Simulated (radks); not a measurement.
Task: All-electron atom: S IV in [Ne] 3s2 3p1. All-electron calculation, scalar-relativistic Kohn-Sham, Slater X-alpha with alpha = 0.631, spin-polarised, spherical densities, finite nucleus; open shells are filled with parallel spins first; Fermi nuclear charge, rms radius 3.2611 fm. Program: a radial shooting solver on a logarithmic mesh with Libxc functionals. Some entries of the table are withheld. Estimate them.

orbital,occ.,eigenvalue (Ry),<r^2> (bohr^2),<1/r> (bohr^-1)
1s up,1,-178.6749,0.01273,15.60
1s down,1,-178.6592,0.01272,15.60
2s up,1,-18.25417,0.2759,3.052
2s down,1,-18.23465,0.2753,3.053
2p up,3,(1),0.2461,2.954
2p down,3,(2),0.2454,2.955
3s up,1,-3.74748,2.680,0.9054
3s down,1,-3.61236,2.695,0.9053
3p up,1,-2.88240,3.250,0.8097
3p down,0,-2.75065,3.298,0.8064

Result: 
(1) 2p up eigenvalue (Ry): -14.27699
(2) 2p down eigenvalue (Ry): -14.25314
